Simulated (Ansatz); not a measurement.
Program: Ansatz. Geometries: PBE0-D4/def2-TZVP. ΔE: electronic, gas phase. CCSD(T)/CBS is the MP2 limit (def2-TZVPP, def2-QZVPP) plus CCSD(T) − MP2 in def2-TZVPP, frozen cores. Functionals use def2-TZVPP. B3LYP here is the variant with VWN-RPA as its local correlation; programs differ in this. For Ge outer-core shells are correlated without core-valence functions, which leaves a few kJ/mol of doubt a bond. Scalar relativity is left out up to krypton. Each species was taken in one conformer, which may not be the lowest.

Consider the ligand exchange at a Ge–S bond: `[F][GeH2][S][GeH3]` + `O[Si](F)(Cl)Cl` → `F[Si](Cl)(Cl)[O][GeH3]` + `[F][GeH2][SH]`.

| level | ΔE (kcal/mol) |
| --- | --- |
| BLYP-D4 | 0.6 |
| r2SCAN-D4 | 2.1 |
| B3LYP | 0.6 |
| r2SCANh | 2.3 |
| BHLYP | -0.3 |
| CAM-B3LYP | -0.5 |
| LC-ωPBE | 1.5 |
| CCSD(T)/def2-TZVPP | 0.6 |

(1) What does CCSD(T)/CBS give? (Estimate.)

Largest T1 diagnostic among the species: 0.012.

Results:

(1) The calculation gave: +1.6 kcal/mol. The listed levels differ from it by -1.0, 0.5, -1.0, 0.7, -1.9, -2.1, -0.1, -1.0 kcal/mol.

From BLYP to BHLYP (50 % exact exchange), in def2-TZVPP and without D4, ΔE moves by −0.9 kcal/mol. In def2-TZVPP, CCSD(T) changes the Hartree–Fock value by +3.0 kcal/mol (the triples alone add +0.5 kcal/mol) and MP2 by +3.9 kcal/mol.

CCSD(T)/CBS has its own doubt, a few kJ/mol and more with outer-core shells, so smaller differences from it don't rank the levels.
